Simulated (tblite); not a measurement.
Compound: C5H10OS (charge +1 and doublet state).
Geometry (GFN2-xTB, Å), atoms numbered from 1 in this order:
```
atom  x, y, z in Å
C1     2.5975    0.3110    0.6088
C2     1.1775   -0.1352    0.6400
O3     0.6963   -0.7323    1.5719
C4     0.3606    0.1950   -0.5993
C5    -1.1244    0.3879   -0.2916
C6    -1.7196   -0.8273    0.3994
S7    -3.2973   -0.6309    1.2057
H8     2.6239    1.3953    0.7260
H9     3.1592   -0.1446    1.4208
H10    3.0501    0.0733   -0.3515
H11    0.5017   -0.6494   -1.2817
H12    0.7653    1.0828   -1.0839
H13   -1.6486    0.5651   -1.2349
H14   -1.2480    1.2790    0.3299
H15   -0.9839   -1.0957    1.2047
H16   -1.8021   -1.6938   -0.2588
H17   -3.1153    0.6317    1.6340
```

Level: GFN2-xTB in tblite, geometry and Hessian alike; calculated harmonic values, unscaled, isolated species. Errors from tens to a few hundred cm⁻¹ against measured bands are possible. Modes of hydrogen on sulfur can be 10 to 20 % off. One conformer, not necessarily the lowest. Open shells enter through the occupations alone, without spin polarisation, and single modes of such species can be off by tens of per cent.

Harmonic wavenumbers (cm⁻¹): 54.6, 108.3, 110.6, 186.7, 213.3, 276.4, 297.8, 299.4, 433.0, 495.3, 600.6, 728.6, 752.6, 806.6, 845.0, 884.9, 943.7, 971.8, 991.6, 1049.1, 1067.0, 1103.4, 1130.4, 1148.1, 1188.8, 1231.0, 1279.3, 1315.1, 1335.4, 1344.0, 1407.8, 1412.0, 1418.5, 1433.4, 1708.9, 2340.1, 2571.0, 2954.4, 2962.6, 2978.0, 2994.4, 3001.2, 3020.9, 3037.0, 3059.5.

A = 5596, B = 956.7, C = 861.5 MHz; mass 118.045 u (most abundant isotopes); point group C1, symmetry number 1; spin multiplicity 2.

**Question.** What is the zero-point energy?

**Answer.** Half the sum of the wavenumbers: 29746 cm⁻¹ = 355.84 kJ/mol.

**Question.** Entropy at 200 K, 1 bar (ideal gas, RRHO, classical rotation)?

**Answer.** Translation 160.06, rotation 114.83, vibration 64.38, spin (R ln 2) 5.76: S = 345.0 J/(mol K).

**Question.** And Cp and H(200 K) − H(0)?

**Answer.** Cp = 105.17 J/(mol K), of which vibrations give 71.91 (their classical limit is 45 R = 374.2); H(200 K) − H(0) = 13.89 kJ/mol without the zero-point energy, 7.24 from vibrations.

**Question.** Which modes carry the vibrational entropy at 200 K?

**Answer.** 54.6 cm⁻¹: 16.14; 108.3 cm⁻¹: 10.60; 110.6 cm⁻¹: 10.43; 186.7 cm⁻¹: 6.46; 213.3 cm⁻¹: 5.52; 276.4 cm⁻¹: 3.85 J/(mol K); the other 39 give 11.38 together.

**Question.** How do the functions run with temperature in this model?

**Answer.** 
```csv
T (K),S (J/(mol K)),Cp (J/(mol K)),H − H(0) (kJ/mol),G − H(0) (kJ/mol),ln q(vib)
50,243.4,50.0,1.97,-10.20,0.33
100,284.9,71.5,5.02,-23.47,1.24
298.15,393.4,140.3,25.91,-91.40,5.52
373.15,427.9,167.9,37.47,-122.21,7.14
500,483.0,209.2,61.48,-180.03,9.89
750,579.7,267.5,121.60,-313.19,15.18
1000,662.3,305.7,193.56,-468.71,20.18
```

q(vib) and H(0) count from the zero-point level.

**Question.** What must be added to the electronic energy to get the Gibbs energy at 200 K and 1 bar?

**Answer.** ZPE + [H(200 K) − H(0)] − T·S = 355.84 + 13.89 − 69.01 = 300.72 kJ/mol.

**Question.** Blend soft modes into free rotors: weight 1/[1 + (100 cm⁻¹/ν̃)⁴] for the oscillator and the rest for a rotor with moment μB/(μ + B), μ = h/(8π²ν), B = 10⁻⁴⁴ kg m². What vibrational entropy results?

**Answer.** 61.10 J/(mol K) in place of 64.38, which changes −T·S at 200 K by +0.66 kJ/mol.

Hindered rotation and anharmonicity are outside this model. Other conformers, if any are populated, would add a mixing term that is left out. The structure is chiral; the term R ln 2 for an equal mix with its mirror image is left out.
